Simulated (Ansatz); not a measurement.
Sn(OH) (HOSn), SMILES [OH][Sn] (connectivity only; charge and spin as stated), neutral, multiplicity 2.

Geometry optimised at r2SCAN-D4/def2-TZVP. The def2 effective core potentials stand for the cores of Sn; spin–orbit coupling is left out.

Two levels are set side by side: PBE/def2-TZVPD (Ansatz, an electronic-structure program) and PBE0/def2-TZVPD (Ansatz). Energy differences of separate SCF runs at the same geometry; the states with an electron removed or added have multiplicity 1 and 3. Differences are taken from unrounded values.

```
quantity                         PBE0   PBE  PBE minus PBE0
-------------------------------  ----  ----  --------------
vertical ionisation energy (eV)  6.87  6.75           -0.12
vertical electron affinity (eV)  0.78  0.70           -0.08
```
